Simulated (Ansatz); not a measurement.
`C[S][Cd][SH]` + H₂O → `[OH][Cd][SH]` + CH₃SH  (formal hydrolysis of a Cd–S bond)

Program: Ansatz. Geometries: PBE0-D4/def2-TZVP. ΔE: electronic, gas phase. CCSD(T)/CBS adds triple-zeta CCSD(T) − MP2 to the extrapolated MP2 energy (def2 sets, frozen cores). This one scheme is used for every species. Functionals use def2-TZVPP. def2 core potentials past Kr. For Cd outer-core shells are correlated without core-valence functions, which leaves a few kJ/mol of doubt a bond. Each species was taken in one conformer, which may not be the lowest.

| level | ΔE (kJ/mol) |
| --- | --- |
| BLYP-D4 | 66.2 |
| r2SCANh-D4 | 75.2 |
| CAM-B3LYP-D4 | 67.3 |
| BLYP | 59.2 |
| PBE0 | 76.6 |
| BHLYP | 72.2 |
| MP2/def2-SVP | 75.7 |
| MP2/def2-TZVPP | 77.1 |

(1) What does CCSD(T)/CBS give? (Estimate.)

Largest T1 diagnostic among the species: 0.015.

Answers

(1) Computed: +76.2 kJ/mol. The listed levels differ from it by -10.0, -1.0, -8.9, -17.0, 0.4, -4.0, -0.5, 0.9 kJ/mol.

The D4 term adds +6.1 kJ/mol with B3LYP and +3.4 kJ/mol with PBE0; it sums over pairs of atoms, weighted by their polarisabilities, and B3LYP, whose exchange is more repulsive, gets the larger term. At CCSD(T), def2-SVP lies −4.2 kJ/mol from the extrapolated value and def2-TZVPP −4.6 kJ/mol.

B3LYP here is the variant with VWN-RPA as its local correlation; programs differ in this.

CCSD(T)/CBS has its own doubt, a few kJ/mol and more with outer-core shells, so smaller differences from it don't rank the levels.
